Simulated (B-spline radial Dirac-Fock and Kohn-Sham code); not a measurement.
# What relativity does to the binding energies of Bi⁶⁺

System: bismuth as Bi⁶⁺, 1s2 2s2 2p6 3s2 3p6 3d10 4s2 4p6 4d10 4f14 5s2 5p6 5d9.

Both columns are ΔSCF binding energies of the configuration average from a radial atomic solver: non-relativistic Hartree-Fock with a point nucleus, and Dirac-Fock with a finite nucleus and the Coulomb interaction alone, averaged over the two j levels with weights 2j+1.

| shell | Hartree-Fock (eV) | Dirac-Fock (eV) | shift (eV) | shift (%) |
| --- | --- | --- | --- | --- |
| 1s | 81631.5 | 91124.7 | +9493.21 | +11.63 |
| 2s | 13979.1 | 16548.4 | +2569.28 | +18.38 |
| 2p | 13447.6 | 14319.7 | +872.09 | +6.49 |
| 3s | 3458.8 | 4107.8 | +648.92 | +18.76 |
| 3p | 3205.6 | 3452.4 | +246.88 | +7.70 |
| 4s | 867.7 | 1035.5 | +167.80 | +19.34 |
| 4p | 754.9 | 815.4 | +60.52 | +8.02 |
| 4f | 264.1 | 244.2 | -19.95 | -7.55 |
| 5s | 217.9 | 252.5 | +34.65 | +15.91 |
| 5p | 176.8 | 187.3 | +10.44 | +5.90 |
| 5d | 108.2 | 106.0 | -2.18 | -2.01 |

Relativity binds 1s, 2s, 2p, 3s, 3p, 4s, 4p, 5s, 5p more strongly, among those listed most of all 4s in relative terms, and 4f, 5d more weakly, because the contracted s and p shells screen the nucleus better.

Values without a named source are computed, but for edge energies of neutral atoms, which are taken from tables.
